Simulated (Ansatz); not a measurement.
C₂H₆Al₂ (`C[CH]1[AlH][AlH]1`). Charge 0, multiplicity 1.

```
atom   x (Å)   y (Å)   z (Å)
  C1  -0.783   0.955   0.767
  C2   0.118   0.082  -0.076
 Al3   0.057  -0.855  -1.793
 Al4   1.394  -1.405   0.163
  H5  -1.674   0.395   1.062
  H6  -0.303   1.295   1.691
  H7  -1.132   1.843   0.231
  H8   1.057   0.634  -0.408
  H9  -0.943  -0.931  -3.033
 H10   2.209  -2.010   1.396
```

List the harmonic frequencies (cm⁻¹, unscaled) at PBE0-D4/def2-TZVP in Ansatz. (Best estimate.)

Computed: 48, 194, 238, 247, 349, 381, 402, 506, 580, 599, 639, 919, 1059, 1120, 1225, 1397, 1479, 1489, 1865, 1875, 2670, 3027, 3083, 3105.

Is this a minimum?

Yes, all 24 modes are real.

Give the ideal-gas thermochemistry at 298.15 K and 1 bar (rigid rotor, harmonic oscillator; point group C1, symmetry number 1).

Zero-point energy 170.4 kJ/mol; H(298) − E = 191.5 kJ/mol; entropy 342.0 J/(mol·K), of which translation 164.1, rotation 110.3, vibration 67.6; G(298) − E = 89.5 kJ/mol. Modes under 100 cm⁻¹ are hindered rotations or soft bends, so the harmonic entropy is rough.

And at 400, 500, 600, 800 and 1000 K?


```tsv
T (K)	H − E (kJ/mol)	S (J/mol/K)	G − E (kJ/mol)
400	203.4	376.2	52.9
500	216.7	405.8	13.8
600	231.3	432.5	-28.2
800	263.8	479.0	-119.5
1000	299.5	518.8	-219.3
```

Rotational constants (cm⁻¹)?

0.1673, 0.1326, 0.0766.
